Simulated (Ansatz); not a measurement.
Ideal-gas functions of C2H2FInS (`FC1=[CH][InH][S]1`) at 800 K and 1 bar, from an Ansatz frequency run at PBE0-D4/def2-TZVP.

Molar mass 191.92 g/mol, point group Cs (symmetry number 1), electronic degeneracy 1, moments of inertia 93.769, 347.511, 441.28 u Å². Harmonic wavenumbers (cm⁻¹, unscaled): 132, 248, 323, 394, 446, 448, 575, 666, 715, 737, 1069, 1180, 1564, 1922, 3235.

Use S(trans) = R[1.5 ln M + 2.5 ln T − 1.1517]; rotational temperatures θ = 24.2544 K / I; S(rot) = R[ln(√π/σ · √(T³/θAθBθC)) + 1.5]; for each mode x = 1.438777 ν̃/T, S = R[x/(eˣ − 1) − ln(1 − e⁻ˣ)] and H = RT x/(eˣ − 1); 1 cm⁻¹ = 0.0119627 kJ/mol; R = 8.31446 J/(mol·K).

Problem. By hand: the entropy, in J/(mol·K).

Solution. Translation 194.9. Rotation: θ = 0.2587, 0.0698, 0.055 K, giving 129.3. Vibration, mode by mode: 20.29, 15.10, 12.95, 11.35, 10.37, 10.33, 8.40, 7.29, 6.77, 6.55, 4.05, 3.46, 2.01, 1.20, 0.17, in all 120.3. Electronic 0.0. Sum 444.5 J/(mol·K).

Problem. By hand: H − E and G − E in kJ/mol, counted from the electronic energy.

Solution. Zero-point energy ½ × 13654 × 0.0119627 = 81.7; thermal vibration 49.2; translation, rotation and pV give 4 RT = 26.6. H − E = 157.5 kJ/mol, and G − E = 157.5 − 800 × 444.5/1000 = -198.1 kJ/mol.

Vibration gives 27 % of the entropy, 20.3 J/(mol·K) of it from the mode under 150 cm⁻¹: soft modes count most, and the harmonic formula is weakest for them.
